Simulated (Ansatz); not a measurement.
Reaction (redistribution): `F[SiH2]C[SiH3]` + `[F][InH][I]` → `[SiH3]C[SiH2]I` + `[F][InH][F]`

Calculated with Ansatz (gas phase, PBE0-D4/def2-TZVP geometries, no zero-point term in ΔE). CCSD(T)/CBS adds triple-zeta CCSD(T) − MP2 to the extrapolated MP2 energy (def2 sets, frozen cores). Functionals use def2-TZVPP. B3LYP here is the variant with VWN-RPA as its local correlation; programs differ in this. Elements past krypton have def2 core potentials. For I, In outer-core shells are correlated without core-valence functions, which leaves a few kJ/mol of doubt a bond. One conformer a species, not always the lowest.

Question: Is it downhill or uphill in electronic energy at CCSD(T)/CBS, and by how much? (Estimate.)

Answer: Computed: Uphill: ΔE = +132.4 kJ/mol.

Question: What do these levels give: r2SCAN-D4, B2PLYP, PBE, B3LYP, SCS-MP2/def2-TZVPP, MP2/CBS(def2)? (Estimate.)

Answer: Computed: r2SCAN-D4 129.7, B2PLYP 135.5, PBE 120.5, B3LYP 136.9, SCS-MP2/def2-TZVPP 134.8, MP2/CBS(def2) 132.1 kJ/mol.

Largest T1 diagnostic among the species: 0.017.

The D4 term adds −4.7 kJ/mol with B3LYP and −2.6 kJ/mol with PBE0; it sums over pairs of atoms, weighted by their polarisabilities, and B3LYP, whose exchange is more repulsive, gets the larger term. From PBE to PBE0 (25 % exact exchange), in def2-TZVPP and without D4, ΔE moves by +9.8 kJ/mol.
